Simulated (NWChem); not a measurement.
System: C3H7BO; SMILES CB(C)C=O

Excerpt of the output:

```
             Northwest Computational Chemistry Package (NWChem) 7.3.0
             --------------------------------------------------------

 C1  symmetry detected

                             Geometry "geometry" -> ""
                             -------------------------

 Output coordinates in angstroms (scale by  1.889725989 to convert to a.u.)

  No.       Tag          Charge          X              Y              Z
 ---- ---------------- ---------- -------------- -------------- --------------
    1 C                    6.0000     1.34021287    -1.21217640    -0.11405609
    2 B                    5.0000    -0.00166593    -0.42986427     0.12882210
    3 C                    6.0000    -1.42624186    -1.06075007    -0.07619402
    4 C                    6.0000     0.09413666     1.11051963     0.50842987
    5 O                    8.0000     0.00335326     1.93250701    -0.39553562
    6 H                    1.0000     2.16184831    -0.92239234     0.55236514
    7 H                    1.0000     1.22570057    -2.30177218    -0.09689505
    8 H                    1.0000     1.67241206    -0.94287721    -1.13135092
    9 H                    1.0000    -2.11981343    -0.36240210    -0.56083569
   10 H                    1.0000    -1.42027032    -2.00776237    -0.62703278
   11 H                    1.0000    -1.85778980    -1.26745484     0.91780358
   12 H                    1.0000     0.27077020     1.46836730     1.55704164

 Effective nuclear repulsion energy (a.u.)     150.5694937620

  pbe96 is a nonlocal functional; adding pw91lda local functional.

                                 NWChem DFT Module
                                 -----------------

 Summary of "ao basis" -> "ao basis" (spherical)
 ------------------------------------------------------------------------------
       Tag                 Description            Shells   Functions and Types
 ---------------- ------------------------------  ------  ---------------------
 C                         def2-tzvp                11       31   5s3p2d1f
 B                         def2-tzvp                11       31   5s3p2d1f
 O                         def2-tzvp                11       31   5s3p2d1f
 H                         def2-tzvp                 4        6   3s1p

            General Information
            -------------------
          SCF calculation type: DFT
          Wavefunction type:  closed shell.
          No. of atoms     :    12
          No. of electrons :    38
           Alpha electrons :    19
            Beta electrons :    19
          Charge           :     0
          Spin multiplicity:     1
          Use of symmetry is: off; symmetry adaption is: off
          Maximum number of iterations: 150
          AO basis - number of functions:   197
                     number of shells:    83
          Convergence on energy requested:  1.00D-06
          Convergence on density requested:  1.00D-05
          Convergence on gradient requested:  5.00D-04

              XC Information
              --------------
          PerdewBurkeErnzerhof Exchange Functional  1.000
            Perdew 1991 LDA Correlation Functional  1.000 local
           PerdewBurkeErnz. Correlation Functional  1.000 non-local

             Grid Information
             ----------------
          Grid used for XC integration:  medium
          Radial quadrature: Mura-Knowles
          Angular quadrature: Lebedev.
          Tag              B.-S. Rad. Rad. Pts. Rad. Cut. Ang. Pts.
          ---              ---------- --------- --------- ---------
          C                   0.70       49          11.0       434
          B                   0.85       49           9.0       434
          O                   0.60       49          12.0       434
          H                   0.35       45          12.0       434
          Grid pruning is: on
          Number of quadrature shells:   560
          Spatial weights used:  Erf1

      Superposition of Atomic Density Guess
      -------------------------------------

 Sum of atomic energies:        -215.83166910

      Non-variational initial energy
      ------------------------------

 Total energy =    -218.497869
 1-e energy   =    -588.360896
 2-e energy   =     219.293533
 HOMO         =      -0.280470
 LUMO         =      -0.059174

------------------------------------------------------------
EAF file 0: "./job.aoints.0" size=845152256 bytes
------------------------------------------------------------
               write      read    awrite     aread      wait
               -----      ----    ------     -----      ----
     calls:     1612         0         0         0         0
   data(b): 8.45e+08  0.00e+00  0.00e+00  0.00e+00
   time(s): 0.00e+00  0.00e+00  0.00e+00  0.00e+00  0.00e+00
rate(mb/s): 0.00e+00  0.00e+00
------------------------------------------------------------

     ---------------------------------------------
      Total Density - Mulliken Population Analysis
     ---------------------------------------------

    Atom       Charge   Shell Charges
 -----------   ------   -------------------------------------------------------
    1 C    6     6.71   0.86  1.12  0.56  0.68  0.12  1.31  1.52  0.50  0.01  0.02  0.00
    2 B    5     4.53   0.92  1.06  0.57  0.47  0.05  0.78  0.53  0.04  0.04  0.05  0.02
    3 C    6     6.71   0.86  1.12  0.56  0.68  0.12  1.31  1.52  0.50  0.01  0.02  0.00
    4 C    6     5.57   0.86  1.12  0.56  0.66  0.11  0.97  0.96  0.21  0.03  0.07  0.01
    5 O    8     8.73   0.79  1.18  0.61  0.96  0.29  1.99  2.10  0.77  0.00  0.02  0.00
    6 H    1     0.81   0.24  0.43  0.12  0.02
    7 H    1     0.82   0.24  0.43  0.12  0.02
    8 H    1     0.79   0.23  0.42  0.12  0.02
    9 H    1     0.81   0.24  0.43  0.12  0.02
   10 H    1     0.82   0.24  0.43  0.12  0.02
   11 H    1     0.80   0.23  0.42  0.12  0.02
   12 H    1     0.91   0.24  0.47  0.18  0.02

   convergence    iter        energy       DeltaE   RMS-Dens  Diis-err
 ---------------- ----- ----------------- --------- --------- ---------
 d= 0,ls=0.0,diis     1   -218.2620655920 -3.69D+02  1.14D-02  1.26D+00
 d= 0,ls=0.0,diis     2   -216.7396560561  1.52D+00  1.01D-02  1.34D+01
 d= 0,ls=0.0,diis     3   -218.3546166074 -1.61D+00  2.65D-03  2.74D-01
 d= 0,ls=0.0,diis     4   -218.3740230342 -1.94D-02  1.07D-03  1.07D-01
 d= 0,ls=0.0,diis     5   -218.3872053208 -1.32D-02  1.86D-04  2.80D-03
  Resetting Diis
 d= 0,ls=0.0,diis     6   -218.3875124734 -3.07D-04  5.57D-05  4.70D-04
 d= 0,ls=0.0,diis     7   -218.3875652507 -5.28D-05  6.07D-05  2.11D-05
 d= 0,ls=0.0,diis     8   -218.3875497138  1.55D-05  3.74D-05  1.73D-04
 d= 0,ls=0.0,diis     9   -218.3875678234 -1.81D-05  6.13D-06  5.05D-06
 d= 0,ls=0.0,diis    10   -218.3875683837 -5.60D-07  1.52D-06  3.80D-07

         Total DFT energy =     -218.387568383656
      One electron energy =     -593.184049232751
           Coulomb energy =      255.440520998880
    Exchange-Corr. energy =      -31.213533911831
 Nuclear repulsion energy =      150.569493762045

 Numeric. integr. density =       37.999988645726

                       DFT Final Molecular Orbital Analysis
                       ------------------------------------

 Vector   17  Occ=2.000000D+00  E=-3.227829D-01
              MO Center= -7.8D-02, -3.6D-01, -1.1D-01, r^2= 3.9D+00
   Bfn.  Coefficient  Atom+Function         Bfn.  Coefficient  Atom+Function
  ----- ------------  ---------------      ----- ------------  ---------------
   132      0.201760   5 O  pz              100      0.184981   4 C  py
    69      0.176426   3 C  py               38     -0.167813   2 B  py
   135      0.157712   5 O  pz                7      0.152722   1 C  py
    35      0.132320   2 B  s               103      0.128139   4 C  py
   181     -0.125940  10 H  s                72      0.124353   3 C  py

 Vector   18  Occ=2.000000D+00  E=-2.894652D-01
              MO Center= -4.7D-02, -6.1D-01, -4.7D-02, r^2= 3.3D+00
   Bfn.  Coefficient  Atom+Function         Bfn.  Coefficient  Atom+Function
  ----- ------------  ---------------      ----- ------------  ---------------
    37      0.275697   2 B  px               68     -0.242791   3 C  px
     6     -0.229920   1 C  px               71     -0.178907   3 C  px
    40      0.170022   2 B  px                9     -0.168053   1 C  px
   130     -0.149258   5 O  px              133     -0.122031   5 O  px
    74     -0.115867   3 C  px               12     -0.111748   1 C  px

 Vector   19  Occ=2.000000D+00  E=-1.948416D-01
              MO Center=  5.0D-02,  1.4D+00,  5.3D-02, r^2= 2.2D+00
   Bfn.  Coefficient  Atom+Function         Bfn.  Coefficient  Atom+Function
  ----- ------------  ---------------      ----- ------------  ---------------
   131      0.309479   5 O  py              134      0.254880   5 O  py
   194     -0.251531  12 H  s               132      0.249125   5 O  pz
   137      0.208683   5 O  py              135      0.202817   5 O  pz
    98      0.199219   4 C  s               193     -0.186292  12 H  s
    35      0.179878   2 B  s                38      0.173568   2 B  py

 Vector   20  Occ=0.000000D+00  E=-8.400753D-02
              MO Center=  4.2D-02,  5.2D-01,  2.2D-01, r^2= 3.0D+00
   Bfn.  Coefficient  Atom+Function         Bfn.  Coefficient  Atom+Function
  ----- ------------  ---------------      ----- ------------  ---------------
   102      0.272512   4 C  px               99      0.266106   4 C  px
   105      0.266237   4 C  px              136     -0.256456   5 O  px
    39     -0.244948   2 B  pz              130     -0.245813   5 O  px
    42     -0.229005   2 B  pz               67      0.225738   3 C  s
     5     -0.216460   1 C  s                45     -0.216409   2 B  pz

 Vector   21  Occ=0.000000D+00  E=-6.423008D-02
              MO Center=  2.0D-02,  2.2D-01,  2.1D-01, r^2= 3.2D+00
   Bfn.  Coefficient  Atom+Function         Bfn.  Coefficient  Atom+Function
  ----- ------------  ---------------      ----- ------------  ---------------
     5      0.399707   1 C  s                45     -0.314867   2 B  pz
    39     -0.299315   2 B  pz              170     -0.292053   8 H  s
    42     -0.281448   2 B  pz              105     -0.274456   4 C  px
   188      0.268321  11 H  s                99     -0.237316   4 C  px
   102     -0.235664   4 C  px              136      0.224143   5 O  px

 Vector   22  Occ=0.000000D+00  E= 4.239554D-03
              MO Center= -1.6D-03, -1.2D+00,  2.6D-01, r^2= 8.3D+00
   Bfn.  Coefficient  Atom+Function         Bfn.  Coefficient  Atom+Function
  ----- ------------  ---------------      ----- ------------  ---------------
     5      3.308136   1 C  s                67      3.196800   3 C  s
    36     -2.915298   2 B  s                35     -1.180215   2 B  s
   188     -0.882600  11 H  s               158     -0.775473   6 H  s
   164     -0.713343   7 H  s               170     -0.706951   8 H  s
    98      0.701699   4 C  s               182     -0.704325  10 H  s

------------------------------------------------------------
EAF file 0: "./job.aoints.0" size=1112539136 bytes
------------------------------------------------------------
               write      read    awrite     aread      wait
               -----      ----    ------     -----      ----
     calls:     2122         9         0     19089     19089
   data(b): 1.11e+09  4.72e+06  0.00e+00  1.00e+10
   time(s): 0.00e+00  0.00e+00  0.00e+00  0.00e+00  0.00e+00
rate(mb/s): 0.00e+00  0.00e+00
------------------------------------------------------------

     ---------------------------------------------
      Total Density - Mulliken Population Analysis
     ---------------------------------------------

    Atom       Charge   Shell Charges
 -----------   ------   -------------------------------------------------------
    1 C    6     6.41   0.85  1.12  0.52  0.66  0.09  1.35  1.30  0.50  0.01  0.01  0.00
    2 B    5     4.91   0.91  1.05  0.53  0.48  0.07  1.00  0.64  0.10  0.04  0.07  0.02
    3 C    6     6.42   0.85  1.12  0.52  0.66  0.09  1.35  1.30  0.50  0.01  0.01  0.00
    4 C    6     5.91   0.86  1.11  0.56  0.66  0.06  1.26  1.05  0.22  0.03  0.09  0.01
    5 O    8     8.24   0.79  1.18  0.62  0.91  0.33  1.87  1.76  0.75  0.00  0.03  0.00
    6 H    1     0.87   0.27  0.46  0.11  0.02
    7 H    1     0.87   0.27  0.47  0.11  0.02
    8 H    1     0.84   0.26  0.45  0.10  0.02
    9 H    1     0.85   0.27  0.46  0.11  0.02
   10 H    1     0.87   0.27  0.47  0.11  0.02
   11 H    1     0.86   0.27  0.46  0.11  0.02
   12 H    1     0.94   0.27  0.49  0.16  0.02

     -------------------------------------------
      Total Density - Lowdin Population Analysis
     -------------------------------------------

    Atom       Charge   Shell Charges
 -----------   ------   -------------------------------------------------------
    1 C    6     6.25   0.91  1.04  0.36  0.35  0.17  1.15  1.41  0.68  0.01  0.15  0.01
    2 B    5     5.49   0.95  0.99  0.32  0.27  0.13  0.84  0.87  0.33  0.08  0.59  0.12
    3 C    6     6.25   0.91  1.04  0.36  0.35  0.17  1.15  1.41  0.68  0.01  0.15  0.01
    4 C    6     6.20   0.91  1.04  0.38  0.34  0.18  1.08  1.17  0.48  0.05  0.49  0.08
    5 O    8     7.86   0.87  1.09  0.54  0.59  0.33  1.71  1.77  0.88  0.00  0.07  0.01
    6 H    1     0.85   0.25  0.38  0.16  0.06
    7 H    1     0.85   0.25  0.38  0.16  0.06
    8 H    1     0.82   0.24  0.37  0.15  0.06
    9 H    1     0.84   0.25  0.38  0.16  0.06
   10 H    1     0.86   0.25  0.38  0.16  0.06
   11 H    1     0.83   0.24  0.37  0.16  0.06
   12 H    1     0.89   0.25  0.40  0.18  0.06

     Multipole analysis of the density
     ---------------------------------

     L   x y z        total         alpha         beta         nuclear
     -   - - -        -----         -----         ----         -------
     0   0 0 0     -0.000000    -19.000000    -19.000000     38.000000

     1   1 0 0      0.036041      0.018021      0.018021     -0.000000
     1   0 1 0     -0.918801     -0.459400     -0.459400      0.000000
     1   0 0 1      0.500304      0.250152      0.250152      0.000000

     2   2 0 0    -22.755356    -86.447986    -86.447986    150.140616
     2   1 1 0      0.089482      0.058407      0.058407     -0.027332
     2   1 0 1     -0.248300     -0.105536     -0.105536     -0.037227
     2   0 2 0    -27.089758   -136.265307   -136.265307    245.440857
     2   0 1 1      1.660546     -2.161908     -2.161908      5.984361
     2   0 0 2    -22.837744    -26.716158    -26.716158     30.594573
```

Level: PBE/def2-TZVP. Geometry: optimised at B3LYP/6-31G* (spherical d).

Write an input that gives this output.

This is not unique; one that fits is the input that was run:
```
start job
memory heap 200 mb stack 900 mb global 1100 mb
geometry units angstroms noautoz
  C      1.395794    -1.166492    -0.047742
  B     -0.003214    -0.473555     0.137341
  C     -1.374351    -1.204467    -0.097640
  C     -0.024479     1.076750     0.486862
  O     -0.142000     1.873136    -0.436727
  H      2.174139    -0.808345     0.637157
  H      1.355100    -2.260848    -0.010925
  H      1.741238    -0.894548    -1.059909
  H     -2.097946    -0.564730    -0.617982
  H     -1.286454    -2.159201    -0.627780
  H     -1.822373    -1.421235     0.886880
  H      0.093856     1.465859     1.532535
end
basis spherical
  * library def2-tzvp
end
dft
  xc xpbe96 cpbe96
  iterations 150
  semidirect filesize 400000000
  mulliken
end
task dft energy
```
